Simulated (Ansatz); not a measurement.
Cost and result for the atomization energy of C2H7BClN, SMILES `CB(N)CCl` (12 atoms, 11 bonds).

```xyz
12

C     0.9087   -1.0945   -0.4779
B    -0.2042   -0.0964    0.0018
N    -1.4682   -0.5435    0.3797
C     0.0775    1.4675    0.0541
Cl    1.2518    1.7856    1.3773
H     1.8410   -0.9266    0.0688
H     0.6360   -2.1472   -0.3706
H     1.1427   -0.9188   -1.5343
H    -2.2016    0.0679    0.6962
H    -1.7220   -1.5168    0.3913
H     0.5392    1.8461   -0.8590
H    -0.8008    2.0765    0.2725
```

Charge 0, multiplicity 1. All single points use the PBE0-D4/def2-TZVP geometry. It is one conformer, not always the lowest. Program: Ansatz. All runs use 4 threads of an Intel Xeon 6975P-C on a shared host. Times are those of one run each, without the atoms' runs, and a repeat can differ threefold. Electronic energies, without spin–orbit coupling; frozen cores. CCSD(T)/CBS adds CCSD(T) − MP2 in def2-TZVPP to the MP2 limit, and its time is that of the two runs behind it. T1 = 0.011. B3LYP takes the VWN-RPA correlation (the form of Gaussian; ORCA's B3LYP/G).

CCSD(T)/CBS is a level of theory with its own doubt, some kJ/mol a heavy atom from the limit and from the frozen cores, so smaller differences don't rank the functionals.

| level | functions | wall time |
| --- | --- | --- |
| PBE-D4/def2-TZVPP (with forces) | 264 | 1.6 s |
| PBE0-D4/def2-TZVPP | 264 | 2 s |
| r2SCAN-D4/def2-TZVPP (with forces) | 264 | 2.8 s |
| B3LYP-D4/def2-TZVPP (with forces) | 264 | 3.1 s |
| B2PLYP/def2-TZVPP | 264 | 3.3 s |
| ωB97X-V/def2-TZVPP | 264 | 4 s |
| ωB97M-V/def2-TZVPP (with forces) | 264 | 6 s |
| MP2/def2-QZVPP | 508 | 19 s |
| CCSD(T)/def2-TZVPP | 264 | 45 s |
| CCSD(T)/CBS(def2) | – | 64 s |

**Question.** What atomization energy does each give, and how far from CCSD(T)/CBS? (Estimate.)

**Answer.** Computed: 
| level | atomization (kcal/mol) | difference from CCSD(T)/CBS | per bond |
| --- | --- | --- | --- |
| PBE-D4/def2-TZVPP (with forces) | 1114.1 | 27.0 | 2.5 |
| PBE0-D4/def2-TZVPP | 1098.0 | 10.9 | 1.0 |
| r2SCAN-D4/def2-TZVPP (with forces) | 1093.3 | 6.2 | 0.6 |
| B3LYP-D4/def2-TZVPP (with forces) | 1093.2 | 6.1 | 0.6 |
| B2PLYP/def2-TZVPP | 1080.4 | -6.7 | -0.6 |
| ωB97X-V/def2-TZVPP | 1092.2 | 5.1 | 0.5 |
| ωB97M-V/def2-TZVPP (with forces) | 1095.9 | 8.8 | 0.8 |
| MP2/def2-QZVPP | 1091.8 | 4.7 | 0.4 |
| CCSD(T)/def2-TZVPP | 1060.6 | -26.5 | -2.4 |
| CCSD(T)/CBS(def2) | 1087.1 | 0.0 | 0.0 |

From PBE to PBE0 (25 % exact exchange), in def2-TZVPP and without D4, the atomization energy moves by −15.2 kcal/mol: exact exchange takes away binding that semilocal exchange gives to molecules. The D4 term adds +8.8 kcal/mol with B3LYP and +4.6 kcal/mol with PBE0; it sums over pairs of atoms, weighted by their polarisabilities, and B3LYP, whose exchange is more repulsive, gets the larger term. In def2-TZVPP, CCSD(T) changes the Hartree–Fock value by +251.1 kcal/mol (the triples alone add +14.7 kcal/mol) and MP2 by +266.7 kcal/mol; breaking electron pairs costs correlation energy, which Hartree–Fock lacks.
